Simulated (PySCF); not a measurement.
## Unknown compound

An unknown has the formula C5H6F3OP. Its calculated NMR data are:

1H NMR (600 MHz, computed): δ 5.74 (m, 1H), 5.73 (m, 1H), 5.53 (m, 1H), 3.01 (m, 1H), 2.28 (m, 1H), 1.46 (m, 1H).

13C{1H} NMR (computed): δ 140.2 (CH), 132.0 (C), 125.5 (CH2), 36.1 (CH), 20.2 (CH2).

Level of theory: σ from GIAO-PBE0/pcSseg-1, coordinates at the GFN2-xTB level, in PySCF 2.14.0 with density-fitted response routines (one computed conformer, in vacuum, non-relativistic, fast rotation and ring inversion assumed for equivalent nuclei).

δ = σ(ref) − σ, references computed at the same level: 1H and 13C against TMS.

Problem. Which of these isomers gave the spectra?
A. O=[P@@H](C(F)=C(F)F)C1CC1
B. CC(=O)C/P=C/C(F)(F)F
C. C/C=C/[P@H](=O)C(F)=C(F)F
D. C=C[C@@H]1C[P@]1(=O)C(F)(F)F
E. C=C[P@](C)(=O)C(F)=C(F)F

Solution. D. 

5 carbon signals for 5 carbons: no two carbons are equivalent. Carbon types of the structure: 1 × C, 2 × CH, 2 × CH2, which accounts for all hydrogens. δC 140.2: alkene CH; the olefinic region. δC 132.0: CF3 carbon; 3 electronegative neighbours deshield it. δC 125.5: terminal =CH2 carbon; the olefinic region. δH 5.74: hydrogen on an alkene CH; attached to an sp2 carbon and in the plane of the double bond. δH 5.73, 5.53: hydrogen on a terminal =CH2 carbon; attached to an sp2 carbon and in the plane of the double bond.

The others: C/C=C/[P@H](=O)C(F)=C(F)F would give 4 signals for carbon-bound and other non-exchanging H, not 6; O=[P@@H](C(F)=C(F)F)C1CC1 has carbons computed at 172.7, 133.0, 10.9, 4.7, 2.1, with a different DEPT pattern; C=C[P@](C)(=O)C(F)=C(F)F would give 4 signals for carbon-bound and other non-exchanging H, not 6; CC(=O)C/P=C/C(F)(F)F would give 3 signals for carbon-bound and other non-exchanging H, not 6.

Splittings by 19F and 31P in the carbon and heteronuclear signals aren't shown, as no couplings were computed. Shifts are as computed. Against solution values, carbons near 30 ppm lie about +3 ppm off and those near 130 ppm about +5 ppm. Of 1211 compounds with measured shifts, 218 miss one by over three times the rms of a fit or turn the order of signals round; such compounds aren't used in these exercises. Multiplicities follow the n + 1 count of equivalent neighbours, as no J values were calculated; m marks all less simple cases, F and P coupling included.
